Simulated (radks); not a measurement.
Values are calculated unless marked as measured or tabulated.
Excited configurations of neutral iron: one electron is placed in a higher orbital outside [Ar] 3d6 4s1. The ground configuration is [Ar] 3d6 4s2. Code: a radial shooting solver on a logarithmic mesh with Libxc functionals. Model: non-relativistic Kohn-Sham, SCAN, spin-unpolarised, spherical densities, point nucleus; meta-GGA in the generalised Kohn-Sham scheme. Excitation = E - E(ground); binding = E(ion) - E, where the ion is the core of charge +1; n* = 1/sqrt(2 binding) in atomic units, and the quantum defect is n - n*.

| outer orbital | excitation (eV) | binding (eV) | n* | quantum defect | eigenvalue (eV) | <r> (bohr) |
|---|---|---|---|---|---|---|
| 6f | 8.358 | 0.407 | 5.783 | 0.217 | -0.251 | 47.65 |
| 7d | 8.340 | 0.424 | 5.662 | 1.338 | -0.270 | 48.11 |
| 7f | 8.462 | 0.303 | 6.700 | 0.300 | -0.195 | 66.48 |

Estimate the row for 5f.

Answer. excitation (eV) 8.192; binding (eV) 0.573; n* 4.874; quantum defect 0.126; eigenvalue (eV) -0.324; <r> (bohr) 31.57. The Delta-SCF ionisation energy is 8.765 eV (NIST Atomic Spectra Database: 7.902 eV, measured). Self-interaction in the functional shifts the binding energies and quantum defects, so they are the method's values and not measured ones. Spin polarisation and multiplet splitting are left out, so open shells lie too high by an amount that depends on their filling.

Beside tabulated values, note that spin-unpolarised runs miss the spin-polarisation part of the exchange energy of open shells.
